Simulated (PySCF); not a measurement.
I3In, SMILES [I][In-]([I])[I], charge -1, multiplicity 2. Geometry optimised at PBE0-D3(BJ)/def2-SVPD. The def2 effective core potentials stand for the cores of I, In; spin–orbit coupling is left out.

Computed equilibrium geometry at PBE0-D3(BJ)/def2-SVPD (PySCF confirms it by a frequency run) as Cartesian coordinates in Å, and its point group:
point group C3v.
```xyz
4

In     0.0000     0.0000    -0.7168
I      2.3253     1.3425     0.2209
I     -2.3253     1.3425     0.2209
I      0.0000    -2.6850     0.2209
```
Charge -1, spin multiplicity 2.
